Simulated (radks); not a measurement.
Task: All-electron atom: Ir in [Xe] 4f14 5d4 6s2 6p3 (not the ground configuration). Calculated with a radial shooting solver on a logarithmic mesh with Libxc functionals: scalar-relativistic Kohn-Sham, PBE, spin-polarised, spherical densities, point nucleus; open shells are filled with parallel spins first (spin-orbit coupling, left out, can overturn this in heavy ions). Some entries of the table are withheld. Estimate them.

orbital  occ.  eigenvalue (Ry)  <r^2> (bohr^2)  r(max) (bohr)
1s up       1        -5597.128       0.0004193        0.01082
1s down     1        -5597.125       0.0004193        0.01082
2s up       1        -980.0036        0.006415        0.06228
2s down     1        -979.9806        0.006415        0.06228
2p up       3        -851.3923        0.005363        0.05138
2p down     3        -851.3728        0.005363        0.05138
3s up       1        -230.0182         0.04147         0.1756
3s down     1        -230.0091         0.04146         0.1756
3p up       3        -192.4201         0.04244         0.1745
3p down     3        -192.4098         0.04243         0.1745
3d up       5        -151.0806         0.03516         0.1421
3d down     5        -151.0635         0.03516         0.1421
4s up       1        -49.90003          0.2022         0.3971
4s down     1        -49.87644          0.2022         0.3972
4p up       3        -37.57102          0.2308         0.4174
4p down     3        -37.54868          0.2307         0.4175
4d up       5        -22.44271          0.2649         0.4262
4d down     5        -22.41635          0.2645         0.4263
5s up       1         -8.28178           1.060         0.8904
5s down     1         -8.10206           1.048         0.8864
4f up       7         -5.62988          0.3507         0.3950
4f down     7         -5.58788          0.3461         0.3949
5p up       3              (1)           1.406         0.9996
5p down     3              (2)           1.390         0.9936
5d up       4              (3)           2.685          1.251
5d down     0              (4)           2.715          1.243
6s up       1         -0.93477           6.996          2.187
6s down     1         -0.72326           7.392          2.205
6p up       3         -0.36522           12.46          2.781
6p down     0         -0.19741           14.85          2.878

Result: 
(1) 5p up eigenvalue (Ry): -5.06357
(2) 5p down eigenvalue (Ry): -4.84324
(3) 5d up eigenvalue (Ry): -1.38216
(4) 5d down eigenvalue (Ry): -1.12676
